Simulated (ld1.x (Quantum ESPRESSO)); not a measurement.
# Hf (Z = 72): variants of one TM potential

Base potential:

hafnium, norm-conserving Troullier–Martins (Kleinman–Bylander form), made with ld1.x (Quantum ESPRESSO) 7.5 (LDA (PZ), fully relativistic). Core [Kr] 4d10 4f14, reference 5s2 5p6 5d2 6s1 6p0 (charge +1). Waves: 5p (bound): rc 2.25 bohr; 5d (bound): rc 2.85 bohr; 5s (bound): rc 1.65 bohr. Local part: the s channel. Core correction: a·sin(br)/r model core inside 0.80 bohr.

Open shells are filled in proportion to 2j + 1 (rel_dist='average').

Occupied shells without a wave of their own: 6s. They enter only through the test configuration that unscreens the potential, and ld1.x also counts them in the model core charge.

All-electron outer shells of the reference configuration (LDA (PZ), scalar-relativistic, ld1.x):

```json
{"shell": "5s", "level (eV)": "-74.20", "outermost node (bohr)": "0.55", "outermost maximum (bohr)": "1.01"}
{"shell": "5p", "level (eV)": "-42.74", "outermost node (bohr)": "0.60", "outermost maximum (bohr)": "1.16"}
{"shell": "4f", "level (eV)": "-24.07", "outermost node (bohr)": "–", "outermost maximum (bohr)": "0.45"}
{"shell": "6s", "level (eV)": "-11.26", "outermost node (bohr)": "1.36", "outermost maximum (bohr)": "2.75"}
{"shell": "5d", "level (eV)": "-9.48", "outermost node (bohr)": "0.67", "outermost maximum (bohr)": "1.67"}
{"shell": "6p", "level (eV)": "-6.52", "outermost node (bohr)": "1.64", "outermost maximum (bohr)": "3.57"}
```

Cutoffs, loose and tight: the cutoffs (Ry, on a coarse ladder) from which the occupation-weighted sum of valence levels, in a spherical-Bessel basis at the reference potential, stays within 10 and 1 mRy of its value at 400 Ry. They do not see the model core or the augmentation charge, which bear on the density cutoff. Test errors are all-electron minus pseudo excitation energies from the reference, over the configurations 5s2 5p6 5d2 6s2 6p0; 5s2 5p6 5d2 6s0 6p0; 5s2 5p6 5d1 6s0 6p0; 5s2 5p6 5d1 6s2 6p0; 5s2 5p6 5d2 6s0 6p2; 5s2 5p6 5d2 6s1 6p1; 5s2 5p5 5d2 6s2 6p0. A dash means not determined; rows that change the core or the reference have their own tests.

With those shells counted twice in exchange and correlation these files are broken, and their errors move erratically; no question is asked of them.

| change | outcome | cutoff, loose | cutoff, tight | bound ghosts | largest test error (meV) |
| --- | --- | --- | --- | --- | --- |
| base | generated, misses its reference levels by 0.92 eV | 55 Ry | 70 Ry | none | -1963 |
| wave 5d (bound): rc 2.85 bohr becomes 5d (bound): rc 1.96 bohr | generated, misses its reference levels by 0.92 eV | 55 Ry | 70 Ry | none | -1975 |
| wave 5d (bound): rc 2.85 bohr becomes 5d (bound): rc 2.30 bohr | generated, misses its reference levels by 0.92 eV | 55 Ry | 70 Ry | none | -1974 |
| wave 5d (bound): rc 2.85 bohr becomes 5d (bound): rc 2.60 bohr | generated, misses its reference levels by 0.92 eV | 55 Ry | 70 Ry | none | -1971 |
| wave 5d (bound): rc 2.85 bohr becomes 5d (bound): rc 3.16 bohr | generated, misses its reference levels by 0.92 eV | 55 Ry | 70 Ry | none | -1945 |
| wave 5d (bound): rc 2.85 bohr becomes 5d (bound): rc 3.46 bohr | generated, misses its reference levels by 0.92 eV | 55 Ry | 70 Ry | none | -1912 |
| wave 5d (bound): rc 2.85 bohr becomes 5d (bound): rc 3.86 bohr | generated, misses its reference levels by 0.92 eV | 55 Ry | 70 Ry | none | -1856 |
| wave 5d (bound): rc 2.85 bohr becomes 5d (bound): rc 4.16 bohr | generated, misses its reference levels by 0.92 eV | 55 Ry | 70 Ry | none | -1795 |

Reading the sweep of the d radius (base included, trends over the rows without a ghost): The loose cutoff stays near 55 Ry. The median size of the test errors (rows with all tests solved) stays near 1016.2 meV.
